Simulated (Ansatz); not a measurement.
Reaction (substitution at a C–C bond): `CCCCC(C)=O` + `N[SiH3]` → `CCN[SiH3]` + `CCC(C)=O`

Computed with Ansatz on PBE0-D4/def2-TZVP structures; ΔE is electronic, products minus reactants. CCSD(T)/CBS is the MP2 limit (def2-TZVPP, def2-QZVPP) plus CCSD(T) − MP2 in def2-TZVPP, frozen cores. This one scheme is used for every species. Functionals use def2-TZVPP. Each species was taken in one conformer, which may not be the lowest.

| level | ΔE (kJ/mol) |
| --- | --- |
| B97M-V | 31.1 |
| BHLYP-D4 | 27.3 |
| r2SCAN0 | 30.1 |
| MP2/def2-SVP | 27.8 |
| HF/def2-TZVPP | 24.7 |
| SCS-MP2/def2-TZVPP | 31.8 |
| HF/def2-QZVPP | 24.5 |
| CCSD/CBS(def2) | 32.6 |

(1) What does CCSD(T)/CBS give? (An estimate is asked.)

Largest T1 diagnostic among the species: 0.013.

## Answers

(1) Ansatz gave: +33.3 kJ/mol. The listed levels differ from it by -2.2, -6.0, -3.2, -5.5, -8.6, -1.5, -8.8, -0.7 kJ/mol.

In def2-TZVPP, CCSD(T) changes the Hartree–Fock value by +7.7 kJ/mol (the triples alone add +0.7 kJ/mol) and MP2 by +10.3 kJ/mol. At CCSD(T), def2-SVP lies −8.7 kJ/mol from the extrapolated value and def2-TZVPP −0.9 kJ/mol. Leaving LDA and LC-ωPBE aside and taking each functional with its dispersion term where it has one, the values, not all of them listed here, spread over 7.4 kJ/mol, from BLYP-D4 to PBE-QIDH. LDA lies +3.1 kJ/mol from PBE without D4.

CCSD(T)/CBS has its own doubt, a few kJ/mol and more with outer-core shells, so smaller differences from it don't rank the levels.
